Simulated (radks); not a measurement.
Results of a calculation; reference values are marked as such.
Q: Ionisation of neutral titanium, [Ar] 3d2 4s2, to [Ar] 3d2 4s1 as the strength of local exchange is varied. Level of theory: non-relativistic Kohn-Sham, Slater X-alpha exchange (alpha = 2/3 is LDA exchange), no correlation, spin-polarised, spherical densities, point nucleus; open shells are filled with parallel spins first (a radial shooting solver on a logarithmic mesh with Libxc functionals).

| alpha | E(Ti) (hartree) | exchange (hartree) | IE (eV) | -e of the level emptied (eV) | <r> of it (bohr) |
|---|---|---|---|---|---|
| 0.689 | -846.80579 | -39.36559 | 5.661 | 3.372 (4s) | 3.746 |
| 0.705 | -847.72040 | -40.31995 | 5.726 | 3.443 (4s) | 3.732 |
| 0.963 | -862.59372 | -55.95351 | 6.856 | 4.706 (4s) | 3.500 |
| 0.971 | -863.05866 | -56.44560 | 6.894 | 4.748 (4s) | 3.493 |
| x | -845.54970 | -38.05626 | 5.573 | 3.275 (4s) | 3.766 |

Which alpha was used in the last row?

A: alpha = 0.667. NIST Atomic Spectra Database: 6.828 eV (measured). The Delta-SCF value meets it near alpha = 0.96. Open shells are spherical and high-spin; term and fine-structure splittings are not resolved.
